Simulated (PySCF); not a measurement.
C7H4F2N (doublet state).
Geometry (GFN2-xTB, Å), atoms numbered from 1 in this order:
```xyz
14
C7H4F2N angstrom
C      0.3120    1.7992   -0.3300
C      0.1099    0.6338    0.5523
C      0.7433   -0.5952   -0.1021
C      2.1070   -0.6671   -0.3941
N      3.2330   -0.7167   -0.6131
C     -0.2109   -1.5189   -0.3650
C     -1.4780   -1.0316    0.1098
F     -2.6065   -1.7334    0.0071
C     -1.3205    0.1928    0.6486
F     -2.2468    0.9759    1.1926
H     -0.3117    1.9247   -1.1928
H      1.1955    2.3969   -0.2301
H      0.5492    0.8099    1.5402
H     -0.0762   -2.4707   -0.8454
```

The hyperfine couplings belong to this conformer and change with its torsions.

The species is `[C@@H]1([CH2])C(C#N)=CC(F)=C1F` [radical].

Method: PySCF, UKS B3LYP, pcH-1 on C F H N, non-relativistic, mean-field spin-orbit, GIAO. The structure is a single GFN2-xTB conformer in the gas phase; no vibrational or solvent corrections. Couplings are sensitive to structure, and on GFN2-xTB geometries they can be far from those on DFT ones. Stability of the SCF solution: not tested.

Question: Where do the isotropic ENDOR lines of F10, F8, H11/H12, H13 and H14 fall at 1211.0 mT, to first order?

Answer: ν± = |νn ± a/2|, one line for each electron-spin manifold; νn = |g_N| × 7.62259 MHz/T × B.

```csv
nuclei,isotope,g_N,νn (MHz),a_iso (MHz),lower line (MHz),upper line (MHz)
F10,19F,5.2577,48.53,2.29,47.39,49.68
F8,19F,5.2577,48.53,-0.93,48.07,49.00
H11/H12,1H,5.5857,51.56,-61.78,20.67,82.45
H13,1H,5.5857,51.56,37.87,32.63,70.50
H14,1H,5.5857,51.56,3.50,49.81,53.31
```

Question: Which pairs are centred on the nuclear Larmor frequency, and which on half the coupling?

Answer: Centred on νn, since |a| < 2νn: F10, F8, H11/H12, H13 and H14. No pair has |a| > 2νn.

Question: At what field would the lower line of H13 fall to zero frequency?

Answer: Where νn = |a|/2, that is B = 18.94 MHz/(5.5857 × 7.62259 MHz/T) = 445 mT, as far as first order holds there.

Nuclei that the bonding pattern makes equivalent are averaged, as if the motion that swaps them (rotation, inversion, ring flip) were fast.
